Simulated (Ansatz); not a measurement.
Basis-set extrapolation for C$_{3}$H$_{6}$AlN (PBE0-D4/def2-TZVP geometry, frozen core, Ansatz). Multiplicity 1, RHF reference.

|  | def2-TZVPP | def2-QZVPP |
| --- | --- | --- |
| HF | -413.459570 | -413.474565 |
| MP2 correlation | -0.771760 | -0.822979 |
| CCSD(T) correlation | -0.844723 | not run |

Energies in hartree. Use E(X) = E(∞) + A·exp(−7.88·√X) for Hartree–Fock and E(X) = E(∞) + B·X^(−2.97) for correlation, with X = 3 and 4, and add CCSD(T) minus MP2 of the smaller set to the MP2 limit.

Q: What is the CCSD(T) energy at the basis-set limit?

A: HF limit: -413.474565 + (-0.014995) × 0.13774 = -413.47663. MP2 limit: -0.822979 + (-0.051219) × 0.74074 = -0.86092. Higher-order term: -0.844723 − (-0.771760) = -0.07296. Total: -414.41051 hartree, 66.7 kcal/mol below CCSD(T)/def2-TZVPP.
